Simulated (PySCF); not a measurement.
Molecule: sum formula H8Si3NO (charge -1, singlet). It need not be the lowest isomer of its formula. Whether it binds its extra electron was not tested at this geometry. 
Geometry from a B3LYP-D3(BJ)/def2-TZVP (Ansatz) optimisation:
```
N
Si 1 1.6280
Si 1 1.6435 2 152.09
O 2 1.6973 1 111.02 3 117.72
Si 4 1.6272 2 124.56 1 -1.29
H 5 1.4850 4 114.49 2 -60.89
H 5 1.4857 6 108.25 4 -128.82
H 5 1.4954 6 106.25 7 -113.65
H 2 1.5015 1 115.78 3 -125.96
H 2 1.5052 9 104.79 4 107.31
H 3 1.5074 1 114.38 2 -124.66
H 3 1.5096 11 102.73 1 125.45
H 3 1.5124 11 103.06 12 106.38
```
Charge -1, spin multiplicity 1.

Dispersion corrections to the total energy (kcal/mol) from the dftd3 and dftd4 libraries through PySCF: D3(BJ) without and D4 with the three-body term, each with the damping fitted for the functional named.

```tsv
functional	D3(BJ)	D4
B2GP-PLYP	-6.27	-3.91
BLYP	-16.24	-19.09
HF	[?]	-29.15
BP86	[?]	-12.35
PBE	-7.37	-8.92
B2PLYP	-6.72	[?]
r2SCAN	-2.24	-2.32
```

Problem. What belongs in the gaps?

Solution. 
- HF, D3(BJ): -54.44
- BP86, D3(BJ): -13.10
- B2PLYP, D4: -6.28
